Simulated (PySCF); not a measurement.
N (SMILES [N+]), charge +1, triplet; HF/STO-3G run with PySCF.

PySCF was given this input:
```python
from pyscf import gto, scf

mol = gto.M(
    atom='''
N     0.000000    0.000000    0.000000
''',
    basis='sto-3g',
    charge=1,
    spin=2,
    verbose=4,
)

mf = scf.UHF(mol)
mf.kernel()
```

What the program printed (banner, timings and long lists left out):

```
PySCF version 2.14.0

[INPUT] verbose = 4
[INPUT] num. atoms = 1
[INPUT] num. electrons = 6
[INPUT] charge = 1
[INPUT] spin (= nelec alpha-beta = 2S) = 2
[INPUT] symmetry False subgroup None
[INPUT] Mole.unit = angstrom
[INPUT] Symbol           X                Y                Z      unit          X                Y                Z       unit  Magmom
[INPUT]  1 N      0.000000000000   0.000000000000   0.000000000000 AA    0.000000000000   0.000000000000   0.000000000000 Bohr   0.0

nuclear repulsion = 0
number of shells = 3
number of NR pGTOs = 15
number of NR cGTOs = 5
basis = sto-3g
ecp = {}

******** <class 'pyscf.scf.uhf.UHF'> ********
method = UHF
initial guess = minao
damping factor = 0
level_shift factor = 0
DIIS = <class 'pyscf.scf.diis.CDIIS'>
diis_start_cycle = 1
diis_space = 8
diis_damp = 0
SCF conv_tol = 1e-09
SCF conv_tol_grad = None
SCF max_cycles = 50
direct_scf = True
direct_scf_tol = 1e-13
number electrons alpha = 4  beta = 2
Set gradient conv threshold to 3.16228e-05
init E= -53.063778033402

cycle= 1 E= -53.2426387252262  delta_E= -0.179  |g|=    0  |ddm|= 1.22
cycle= 2 E= -53.2426387252262  delta_E= -1.42e-14  |g|= 1.06e-15  |ddm|= 3.25e-15
Extra cycle  E= -53.2426387252262  delta_E= -7.11e-15  |g|= 2.53e-15  |ddm|= 2.2e-15
converged SCF energy = -53.2426387252262  <S^2> = 2  2S+1 = 3
```
